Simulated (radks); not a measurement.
The nuclear charge of the chromium ion Cr2+ is varied continuously with 22 electrons held in [Ar] 3d4. All-electron calculation, Dirac Kohn-Sham, PBE, spin-unpolarised, spherical densities, point nucleus; open shells are shared between the two j in proportion to 2j + 1. Program: a radial shooting solver on a logarithmic mesh with Libxc functionals. By the Hellmann-Feynman theorem dE/dZ = E(electron-nucleus)/Z, the electronic potential at the nucleus.

[
 {"Z": "23.5", "E (hartree)": "-998.52492", "E(electron-nucleus)/Z (hartree)": "-100.950", "HOMO": "3d5/2", "e(HOMO) (eV)": "-15.265", "<r> HOMO (bohr)": "1.364"},
 {"Z": "23.75", "E (hartree)": "-1023.93740", "E(electron-nucleus)/Z (hartree)": "-102.350", "HOMO": "3d5/2", "e(HOMO) (eV)": "-18.896", "<r> HOMO (bohr)": "1.292"},
 {"Z": "24", "E (hartree)": "-1049.69965", "E(electron-nucleus)/Z (hartree)": "-103.748", "HOMO": "3d5/2", "e(HOMO) (eV)": "-22.818", "<r> HOMO (bohr)": "1.230"},
 {"Z": "24.25", "E (hartree)": "-1075.81118", "E(electron-nucleus)/Z (hartree)": "-105.144", "HOMO": "3d5/2", "e(HOMO) (eV)": "-27.015", "<r> HOMO (bohr)": "1.175"},
 {"Z": "24.5", "E (hartree)": "-1102.27160", "E(electron-nucleus)/Z (hartree)": "-106.539", "HOMO": "3d5/2", "e(HOMO) (eV)": "-31.476", "<r> HOMO (bohr)": "1.127"},
 {"Z": "24.75", "E (hartree)": "-1129.08064", "E(electron-nucleus)/Z (hartree)": "-107.933", "HOMO": "3d5/2", "e(HOMO) (eV)": "-36.188", "<r> HOMO (bohr)": "1.085"},
 {"Z": "25", "E (hartree)": "-1156.23812", "E(electron-nucleus)/Z (hartree)": "-109.327", "HOMO": "3d5/2", "e(HOMO) (eV)": "-41.145", "<r> HOMO (bohr)": "1.046"}
]

The central difference of E at Z = 24 is -103.748 hartree, to compare with the third column; the second derivative is -5.59 hartree.
